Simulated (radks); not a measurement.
The numbers below are computed, except where a source is named.
Problem. These are the eigenvalues of the occupied orbitals of an atom or ion with whole-number occupations (eV). Level of theory: Dirac Kohn-Sham, PBEsol, spin-unpolarised, spherical densities, finite nucleus; Fermi nuclear charge, rms radius of each element as measured or else 0.836 A^(1/3) + 0.57 fm (a radial shooting solver on a logarithmic mesh with Libxc functionals).

orbital  eigenvalue
1s1/2     -1804.088
2s1/2     -160.4065
2p1/2     -117.1809
2p3/2     -116.5322
3s1/2      -28.4885

Which element is it, and in what charge state? The configuration may be excited. Open shells, if any, fill j = l - 1/2 first.

Solution. Z = 14, silicon, charge +2: Si2+ in [Ne] 3s2. The list shows which subshells hold electrons but not how many an open one holds; the 1s level, -66.299 hartree, gives Z - s = 11.5 by -(Z - s)^2/2, which with screening and relativity narrows Z to a few neighbours, and the depths of the outer levels then fix element, charge and occupations together.
